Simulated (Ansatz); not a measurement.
Born–Oppenheimer molecular dynamics of C₂H₅NaSi (9 atoms, charge 0, multiplicity 1). It starts from a relaxed structure.

All numbers below come from RKS B3LYP-D4/6-31G (Ansatz 0.2.0).

```yaml
ensemble: NVT, Nosé–Hoover chain
time_step: 0.5 fs
steps_asked: 300
set_temperature: 700 K
thermostat: time constant 100 fs, chain length 3 (defaults)
masses: H 10 u
seed: 672202
```

First frame:

```xyz
9
Properties=species:S:1:pos:R:3
Na -1.064 -0.544 -2.627
C -0.404 0.469 -0.710
C 0.978 0.303 -0.039
Si -0.457 -0.549 0.922
H -0.824 1.478 -0.610
H 1.721 -0.326 -0.527
H 1.434 1.177 0.432
H -0.582 -2.045 0.900
H -0.801 0.037 2.259
```

Question: How far do the bonds stretch over the last three quarters of this one trajectory? (Pairs bonded in most of those frames.)

Answer: 
```tsv
bond	mean (Å)	spread (Å)	shortest	longest
Na1–C2	2.286	0.113	2.11	2.57
C2–C3	1.554	0.036	1.50	1.61
C2–Si4	1.927	0.042	1.84	2.01
C2–H5	1.095	0.024	1.05	1.13
C3–Si4	1.938	0.026	1.90	1.98
C3–H6	1.095	0.016	1.06	1.12
C3–H7	1.099	0.011	1.08	1.12
Si4–H8	1.505	0.019	1.48	1.54
Si4–H9	1.503	0.034	1.45	1.57
```

Mean temperature of the second half: 440 K. The conserved energy stayed within 0.044 meV per atom of its start (net change 0.042 meV per atom), so the integration is sound. The mean temperature of the second half is 37 % below the set value. A run of 0.15 ps of so small a system gives no equilibrium averages. Limits of this set-up: no polarisation functions.

Time of the run: 11 min on 1 thread of Arm Neoverse V1, on a shared host, peak memory 0.1 GiB.
